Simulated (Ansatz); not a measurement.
## Strength of the Sn–O bond: CH6O3Sn → CH5O2Sn + OH

Species: CH6O3Sn `C[O][SnH]([OH])[OH]`, singlet; CH5O2Sn `C[O][SnH][OH]`, doublet; OH, doublet. 

Shapes, held fixed at every level: PBE0-D4/def2-TZVP. Flexible molecules stand in one conformer, not always the lowest. Programs: Ansatz 0.2.0. Electronic energies: no zero-point or thermal term.

```
              level                    kind  ΔE (kJ/mol)  less CCSD(T)/def2-TZVPP
  PBE-D4/def2-TZVPP                     GGA       +381.7                    -15.3
B3LYP-D4/def2-TZVPP           global hybrid       +368.7                    -28.3
 PBE0-D4/def2-TZVPP           global hybrid       +378.4                    -18.6
 wB97X-V/def2-TZVPP  range-separated hybrid       +399.7                     +2.7
     MP2/def2-TZVPP     perturbation theory       +428.6                    +31.6
    CCSD/def2-TZVPP   coupled cluster or CI       +386.4                    -10.6
 CCSD(T)/def2-TZVPP   coupled cluster or CI       +397.0                      0.0
```

The highest level, CCSD(T)/def2-TZVPP, gives ΔE = +397.0 kJ/mol; the levels span +368.7 to +428.6. The column of differences is taken from that level and isn't an error. No measured value is set beside it here. Open shells run unrestricted unless RO is named. For atoms past krypton def2 sets carry core potentials with scalar relativity. Correlated rows may include outer-core shells of Sn, which these sets cover unevenly.
